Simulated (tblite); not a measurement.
Task: What does the GFN2-xTB structure of InChI=1S/C2H9FO2Si2/c1-4-2-7(3)5-6/h7H,2H2,1,6H3/t7-/m0/s1 look like in three dimensions?

Result: 
```xyz
16
C2H9FO2Si2 angstrom
C     -1.839   -0.469    1.165
O     -0.760    0.081    0.459
C     -1.006    0.233   -0.927
Si     0.636    0.813   -1.695
F      0.672    2.419   -1.651
O      1.842    0.274   -0.796
Si     2.176   -0.403    0.664
H     -2.076   -1.479    0.804
H     -2.736    0.156    1.071
H     -1.538   -0.519    2.210
H     -1.337   -0.723   -1.354
H     -1.819    0.953   -1.088
H      0.864    0.427   -3.072
H      1.740    0.478    1.737
H      3.632   -0.515    0.576
H      1.539   -1.717    0.707
```

Any rigid rotation of these coordinates is as good. Atoms count from 1 in this order. Si7 (oxygen-bound silicon) is distorted tetrahedral (angles from 100.4° to 113.1°). The 2 O–Si bonds span 1.598 Å (Si4–O6, drawn single) to 1.643 Å (O6–Si7, drawn single), a spread of 0.045 Å. Si4 (fluorine-bound silicon) is distorted tetrahedral (angles from 106.8° to 116.0°). Of the pairs four or more bonds apart, O2···Si7 is among the closest relative to their van der Waals radii: 2.98 Å, 82 % of the sum of Bondi's values.

Bonds between heavy atoms (Å): C1–O2 1.402, O2–C3 1.415, C3–Si4 1.903, Si4–F5 1.608, Si4–O6 1.598, O6–Si7 1.643.

Computed geometry: GFN2-xTB, gas phase.

Point group: C1 (no symmetry element, even within 0.4 Å). Its GFN2-xTB frequencies are all real (lowest 39 cm⁻¹). One conformer, not necessarily the lowest (C1–O2–C3–Si4 -174°, O2–C3–Si4–F5 -89°, C3–Si4–O6–Si7 -13°).
